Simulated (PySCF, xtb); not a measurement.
OTi, SMILES [O]=[Ti] (connectivity only; charge and spin as stated), neutral, multiplicity 3.

Harmonic wavenumbers (cm⁻¹) from GFN2-xTB run with xtb 6.7.1 at its own minimum, in rising order: 702.

Q: What does PBE0-D3(BJ)/def2-TZVPD in PySCF give at its own minimum? (The exact figures need the calculation; the answer reports its results.)

A: 1072. Paired by order, the mean absolute difference is 370 cm⁻¹ and the zero-point energies are 1.0 and 1.5 kcal/mol.
